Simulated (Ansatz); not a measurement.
Input for Ansatz (a program for electronic structure): R-r2SCAN/def2-TZVPP on CH8GeSi (SMILES [SiH3][CH2][GeH3]), a point of a torsion scan.

Ansatz 0.2 input:
```yaml
crystal:
  periodic: [false, false, false]
  atoms:
    - {symbol: Si, position_ang: [1.51628957, 0.64806824, -0.03741056]}
    - {symbol: C, position_ang: [0.23947624, -0.75822395, -0.09492938]}
    - {symbol: Ge, position_ang: [-1.61584544, -0.13784802, 0.08469982]}
    - {symbol: H, position_ang: [2.85520619, 0.06658389, -0.17582731]}
    - {symbol: H, position_ang: [1.26847564, 1.58786866, -1.13321736]}
    - {symbol: H, position_ang: [1.41305779, 1.34557556, 1.24683453]}
    - {symbol: H, position_ang: [0.45004735, -1.46295596, 0.71006037]}
    - {symbol: H, position_ang: [0.33428926, -1.31330177, -1.02788556]}
    - {symbol: H, position_ang: [-2.14751239, 0.40251199, -1.20545934]}
    - {symbol: H, position_ang: [-1.76862198, 0.93088976, 1.11918022]}
    - {symbol: H, position_ang: [-2.53126309, -1.26109362, 0.47866287]}
basis:
  gaussian:
    orbitals: def2-TZVPP
hamiltonian:
  xc: {name: r2SCAN}
scf: {lower_state_search: off}
```

Problem. What total energy does the run end on?

Solution. -2409.3603 hartree.
